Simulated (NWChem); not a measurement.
# CH3ClO3Si; SMILES O[Si](O)(C=O)Cl

```xyz
9

O      0.5301     2.3305    -0.3823
C      0.3987     1.5260     0.5133
Si    -0.3878    -0.1506     0.0342
O     -1.7111    -0.3894     0.9751
O     -0.7112     0.0077    -1.5675
Cl     0.9574    -1.6823     0.3326
H      0.7384     1.7765     1.5519
H     -2.2285    -1.1939     0.8698
H     -0.4221     0.8776    -1.8835
```
Atoms are numbered in this order, from 1.

Level: PBE0/def2-SVP (NWChem), optimised geometry, unscaled harmonic frequencies. 

Task: List the harmonic frequencies with IR intensities, and the thermochemistry.

Result: 
| frequency (cm⁻¹) | IR intensity (km/mol) |
|---|---|
| 67 | 0.6 |
| 119 | 82.4 |
| 167 | 11.6 |
| 180 | 11.5 |
| 244 | 36.5 |
| 275 | 14.5 |
| 307 | 54.2 |
| 408 | 45.7 |
| 421 | 50.9 |
| 563 | 146.8 |
| 715 | 32.8 |
| 771 | 197.7 |
| 873 | 27.7 |
| 902 | 107.0 |
| 922 | 305.2 |
| 1011 | 110.7 |
| 1382 | 11.1 |
| 1808 | 91.1 |
| 2920 | 92.0 |
| 3814 | 132.9 |
| 3928 | 138.1 |

```
Quantity                                                                            Value
-----------------------------------------------------------------------  ----------------
zero-point energy                                                           31.1 kcal/mol
thermal correction to the enthalpy at 298.15 K (with zero-point energy)     36.8 kcal/mol
heat capacity Cv                                                         26.3 cal/(mol K)
entropy at 298.15 K and 1 atm (symmetry number 1)                        88.7 cal/(mol K)
dipole moment                                                                      1.47 D
```

Rigid rotor and harmonic oscillator; modes under 100 cm⁻¹ make the entropy uncertain.
